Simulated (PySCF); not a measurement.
C6H14P2S.
Geometry (GFN2-xTB, Å), atoms numbered from 1 in this order:
```
atom  x, y, z in Å
C1     2.543    1.512    0.303
P2     1.733   -0.116    0.670
C3     2.685   -1.152   -0.539
P4    -0.057    0.178   -0.566
C5    -1.017    1.200    0.669
C6    -2.498    1.212    0.334
S7    -3.293   -0.390    0.673
C8    -2.355   -1.419   -0.500
C9    -0.872   -1.456   -0.173
H10    3.569    1.478    0.665
H11    2.018    2.306    0.831
H12    2.541    1.723   -0.765
H13    2.669   -0.713   -1.536
H14    2.258   -2.152   -0.576
H15    3.715   -1.229   -0.194
H16   -0.633    2.224    0.625
H17   -0.861    0.813    1.681
H18   -3.036    1.929    0.955
H19   -2.667    1.453   -0.718
H20   -2.800   -2.412   -0.421
H21   -2.532   -1.027   -1.504
H22   -0.724   -1.708    0.882
H23   -0.392   -2.225   -0.786
```

Definitions: NICS(0) = −σiso at the ring centroid; NICS(1) = −σiso and NICS(1)zz = −σzz at ±1 Å along the ring normal z. Level: GIAO PBE0/pcSseg-1 (PySCF, non-relativistic, gas phase) on the GFN2-xTB geometry, one conformer.

Ring bond lengths (Å), with Mayer bond orders in brackets: P4–C5 1.869 (0.94), C5–C6 1.519 (1.01), C6–S7 1.820 (1.01), S7–C8 1.820 (1.01), C8–C9 1.519 (1.01), C9–P4 1.869 (0.94).

Give the NICS values of each ring in ppm.

```tsv
ring	type	NICS(0)	NICS(1), two faces	NICS(1)zz, two faces	rms pucker (Å)	centre to ring atoms, mean (Å)
P4–C5–C6–S7–C8–C9	6-membered ring with P and S; formal bonds all single	-3.0	-2.5 / -1.9	4.0 / 6.5	0.32	1.64
```

What do they say, and how far can they be read as aromaticity?

- P4–C5–C6–S7–C8–C9: mean NICS(1)zz 5.2 ppm, deshielded. C5, C6, C8, C9 have four or more neighbours; no verdict on aromaticity is drawn.

What is the mean of the two in-plane components of NICS at the first NICS(1) probe listed for ring P4–C5–C6–S7–C8–C9, 1 Å off the ring?

The isotropic value is a third of the trace: (3 × -2.5 − (4.0))/2 = -5.8 ppm.

The run took about 2.5 min of CPU time (one thread, shared machine). This is the whole shielding run at PBE0/pcSseg-1, SCF included.
